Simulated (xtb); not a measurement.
HN (SMILES [NH]), triplet, from a rough starting geometry; GFN2-xTB (xtb).

xtb was given this input:
```
$ xtb mol.xyz --gfn 2 --uhf 2 --opt vtight --json

# file mol.xyz
2

N     -0.00628402    -0.02816215     0.49704556
H     -0.03653407     0.01230242    -0.52889988
```

It wrote (shortened):

```
   ID    Z sym.   atoms
    1    7 N      1
    2    1 H      2

           -------------------------------------------------
          |                Calculation Setup                |
           -------------------------------------------------

           -------------------------------------------------
          |                 G F N 2 - x T B                 |
           -------------------------------------------------

          ...................................................
          :                      SETUP                      :
          :.................................................:
          :  # basis functions                   5          :
          :  # atomic orbitals                   5          :
          :  # shells                            3          :
          :  # electrons                         6          :
          :  max. iterations                   250          :
          :  Hamiltonian                  GFN2-xTB          :
          :  restarted?                      false          :
          :  GBSA solvation                  false          :
          :  PC potential                    false          :
          :  electronic temp.          300.0000000     K    :
          :  accuracy                    1.0000000          :
          :  -> integral cutoff          0.2500000E+02      :
          :  -> integral neglect         0.1000000E-07      :
          :  -> SCF convergence          0.1000000E-05 Eh   :
          :  -> wf. convergence          0.1000000E-03 e    :
          :  Broyden damping             0.4000000          :
          :  net charge                          0          :
          :  unpaired electrons                  2          :
          ...................................................

 iter      E             dE          RMSdq      gap      omega  full diag
   1     -3.2160224 -0.321602E+01  0.696E+00   13.50       0.0  T
   2     -3.2175918 -0.156942E-02  0.413E+00   14.01       1.0  T
   3     -3.2178559 -0.264035E-03  0.436E-01   14.46       1.0  T
   4     -3.2178884 -0.325018E-04  0.973E-02   14.38       1.0  T
   5     -3.2178884 -0.562867E-07  0.421E-02   14.36       1.7  T
   6     -3.2178889 -0.535200E-06  0.423E-04   14.37     167.3  T
   7     -3.2178889 -0.568532E-10  0.746E-06   14.37    9476.0  T

   *** convergence criteria satisfied after 7 iterations ***

 transition dipole moment (au) for excitation:           3           4
     X       Y       Z
   0.0000  -0.0000  -0.0000  total (au/Debye):    0.000   0.000
 dE (eV)             :    0.000
 oscillator strength :  0.24484E-37

         :::::::::::::::::::::::::::::::::::::::::::::::::::::
         ::                     SUMMARY                     ::
         :::::::::::::::::::::::::::::::::::::::::::::::::::::
         :: total energy              -3.201738979193 Eh    ::
         :: gradient norm              0.003571275122 Eh/a0 ::
         :: HOMO-LUMO gap             14.369960874445 eV    ::
         ::.................................................::
         :: SCC energy                -3.217888943654 Eh    ::
         :: -> isotropic ES            0.003781133185 Eh    ::
         :: -> anisotropic ES         -0.002863583880 Eh    ::
         :: -> anisotropic XC          0.015415721999 Eh    ::
         :: -> dispersion             -0.000080054174 Eh    ::
         :: repulsion energy           0.016149964462 Eh    ::
         :: add. restraining           0.000000000000 Eh    ::
         :: total charge              -0.000000000003 e     ::
         :::::::::::::::::::::::::::::::::::::::::::::::::::::

      -----------------------------------------------------------
     |                   =====================                   |
     |                        A N C O P T                        |
     |                   =====================                   |
     |               Approximate Normal Coordinate               |
[...]
 * total energy  :    -3.2017390 Eh     change       -0.5773160E-14 Eh
 * total energy  :    -3.2017468 Eh     change       -0.7859300E-05 Eh
 * total energy  :    -3.2017473 Eh     change       -0.4371658E-06 Eh
 * total energy  :    -3.2017474 Eh     change       -0.1632150E-06 Eh
 * total energy  :    -3.2017474 Eh     change       -0.1837641E-11 Eh
   *** GEOMETRY OPTIMIZATION CONVERGED AFTER 5 ITERATIONS ***
[...]

   *** convergence criteria satisfied after 3 iterations ***

 transition dipole moment (au) for excitation:           3           4
     X       Y       Z
  -0.0000   0.0000   0.0000  total (au/Debye):    0.000   0.000
 dE (eV)             :    0.000
 oscillator strength :  0.26973E-37

         :::::::::::::::::::::::::::::::::::::::::::::::::::::
         ::                     SUMMARY                     ::
         :::::::::::::::::::::::::::::::::::::::::::::::::::::
         :: total energy              -3.201747438876 Eh    ::
         :: gradient norm              0.000000029188 Eh/a0 ::
         :: HOMO-LUMO gap             14.515398804815 eV    ::
         ::.................................................::
         :: SCC energy                -3.218394617068 Eh    ::
         :: -> isotropic ES            0.003783121790 Eh    ::
         :: -> anisotropic ES         -0.002872915042 Eh    ::
         :: -> anisotropic XC          0.015425697067 Eh    ::
         :: -> dispersion             -0.000079973427 Eh    ::
         :: repulsion energy           0.016647178192 Eh    ::
         :: add. restraining           0.000000000000 Eh    ::
         :: total charge              -0.000000000003 e     ::
         :::::::::::::::::::::::::::::::::::::::::::::::::::::

           -------------------------------------------------
          |                Property Printout                |
           -------------------------------------------------

    * Orbital Energies and Occupations

         #    Occupation            Energy/Eh            Energy/eV
      -------------------------------------------------------------
         1        2.0000           -0.6130046             -16.6807
         2        2.0000           -0.4732467             -12.8777
         3        1.0000           -0.4477991             -12.1852
         4        1.0000           -0.4477991             -12.1852 (HOMO)
         5                          0.0856320               2.3302 (LUMO)
      -------------------------------------------------------------
                  HL-Gap            0.5334311 Eh           14.5154 eV
             Fermi-level           -0.3209679 Eh           -8.7340 eV

     #   Z          covCN         q      C6AA      α(0)
     1   7 N        0.859    -0.182    25.224     7.292
     2   1 H        0.859     0.182     1.204     1.719

 Mol. C6AA /au·bohr⁶  :         37.374871
 Mol. C8AA /au·bohr⁸  :        749.781103
 Mol. α(0) /au        :          9.010833

Wiberg/Mayer (AO) data.
largest (>0.10) Wiberg bond orders for each atom

 ---------------------------------------------------------------------------
     #   Z sym  total        # sym  WBO       # sym  WBO       # sym  WBO
 ---------------------------------------------------------------------------
     1   7 N    0.967 --     2 H    0.967
     2   1 H    0.967 --     1 N    0.967
 ---------------------------------------------------------------------------

Topologies differ in total number of bonds
Writing topology from bond orders to xtbtopo.mol

molecular dipole:
                 x           y           z       tot (Debye)
 q only:       -0.010       0.014      -0.351
   full:       -0.020       0.026      -0.671       1.708
molecular quadrupole (traceless):
                xx          xy          yy          xz          yz          zz
 q only:       -0.010      -0.001      -0.011       0.022       0.007       0.021
  q+dip:        0.036      -0.001       0.032       0.037       0.020      -0.067
   full:        0.311      -0.000       0.306       0.013       0.053      -0.617

optimized geometry written to: xtbopt.xyz

           -------------------------------------------------
          | TOTAL ENERGY               -3.201747438876 Eh   |
          | GRADIENT NORM               0.000000029188 Eh/α |
          | HOMO-LUMO GAP              14.515398804815 eV   |
           -------------------------------------------------

normal termination of xtb
```
